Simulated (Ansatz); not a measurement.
The same path of CH7GaOSi (11 atoms, charge 0, multiplicity 1) was run twice with different band settings. Lost on the way: O1–Ga2, Ga2–H6. Made: O1–H6.

Computed with RKS PBE0-D4/def2-SVP (Ansatz 0.2.0).

Relaxed end points:

```xyz
11
Properties=species:S:1:pos:R:3
O -0.941 2.188 -0.300
Ga -0.119 1.346 1.046
C 0.448 -0.523 0.781
Si 0.137 -1.183 -0.943
H -1.073 1.676 -1.105
H 0.058 2.233 2.317
H 1.521 -0.590 1.031
H -0.080 -1.142 1.528
H -1.321 -1.092 -1.273
H 0.877 -0.360 -1.952
H 0.559 -2.609 -1.110
```

```xyz
11
Properties=species:S:1:pos:R:3
O -1.039 1.773 0.509
Ga 1.052 1.306 1.435
C 0.668 -0.671 0.859
Si 0.238 -0.963 -0.919
H -1.300 1.142 -0.183
H -1.186 2.657 0.151
H 1.574 -1.246 1.121
H -0.153 -1.046 1.502
H -1.070 -0.269 -1.253
H 1.250 -0.356 -1.848
H 0.030 -2.383 -1.355
```

Common settings: movable images 5; climbing image yes; spring 5.0 eV/Å²; start path through a guess of the saddle point; force threshold 0.05 eV/Å; iteration limit 60; end points relaxed.

| run | optimiser | largest step |
| --- | --- | --- |
| 1 | quadratic models (default) | default |
| 2 | fire | 0.5 Å |

Task: What does each run give, and how far can it be trusted?

Result: Run 1: converged after 45 iterations, highest image 0.952 eV above the first end. A vibrational analysis at the climbing image gives one clearly imaginary mode, 40i cm⁻¹: a first-order saddle point.
Run 2: not converged after 60 iterations, highest image 2.487 eV above the first end. The band didn't meet its force threshold, so its energies are provisional: the largest band force was still 0.09 eV/Å, and over the last iterations the top stayed at 2.49 eV.
The orbitals stay closed-shell, which can raise the energy where a bond breaks towards radicals; this wasn't checked here.
